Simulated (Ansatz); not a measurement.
Ideal-gas functions of C2H4BCl, SMILES `C=CBCl` at 600 K and 1 bar, from an Ansatz frequency run at PBE0-D4/def2-TZVP.

Molar mass 74.32 g/mol, point group Cs (symmetry number 1), electronic degeneracy 1, moments of inertia 12.359, 202.516, 214.875 u Å². Harmonic wavenumbers (cm⁻¹, unscaled): 108, 227, 379, 547, 805, 838, 950, 1033, 1054, 1106, 1132, 1317, 1450, 1668, 2644, 3139, 3160, 3227.

Use S(trans) = R[1.5 ln M + 2.5 ln T − 1.1517]; rotational temperatures θ = 24.2544 K / I; S(rot) = R[ln(√π/σ · √(T³/θAθBθC)) + 1.5]; for each mode x = 1.438777 ν̃/T, S = R[x/(eˣ − 1) − ln(1 − e⁻ˣ)] and H = RT x/(eˣ − 1); 1 cm⁻¹ = 0.0119627 kJ/mol; R = 8.31446 J/(mol·K).

Problem. By hand: the entropy, in J/(mol·K).

Solution. Translation 177.1. Rotation: θ = 1.9625, 0.1198, 0.1129 K, giving 112.1. Vibration, mode by mode: 19.57, 13.47, 9.39, 6.63, 4.03, 3.78, 3.06, 2.62, 2.52, 2.28, 2.17, 1.53, 1.18, 0.77, 0.11, 0.04, 0.04, 0.03, in all 73.2. Electronic 0.0. Sum 362.4 J/(mol·K).

Problem. By hand: H − E and G − E in kJ/mol, counted from the electronic energy.

Solution. Zero-point energy ½ × 24784 × 0.0119627 = 148.2; thermal vibration 24.0; translation, rotation and pV give 4 RT = 20.0. H − E = 192.2 kJ/mol, and G − E = 192.2 − 600 × 362.4/1000 = -25.2 kJ/mol.

Vibration gives 20 % of the entropy, 19.6 J/(mol·K) of it from the mode under 150 cm⁻¹: soft modes count most, and the harmonic formula is weakest for them. The sum counts one conformer and one mirror image; others add a mixing term.
